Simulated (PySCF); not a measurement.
## Ga²⁺: ionisation energy

Ga²⁺ [Ar] 3d10 4s1 [4s1/2^1, M_J = 1/2] → Ga³⁺ [Ar] 3d10, as a difference of total energies. Computed with PySCF 2.14 in x2c-QZVPPall-2c, with the two-component X2C-1e Hamiltonian. Correlated levels: [Ne] frozen; the 8 highest virtual spinors dropped. "Screened" scales the spin-orbit matrix elements by Boettger's factors to mimic the two-electron term; Breit and QED terms are absent.

| method | ionisation energy (eV) | error (eV) |
| --- | --- | --- |
| GHF (screened spin-orbit) | 29.634 | -1.092 |
| GMP2 (screened spin-orbit) | 30.691 | -0.035 |

Reference: 30.726 eV (measured; NIST Atomic Spectra Database, ionization energies).

Errors of the correlated levels include the incompleteness of this basis and the frozen core.
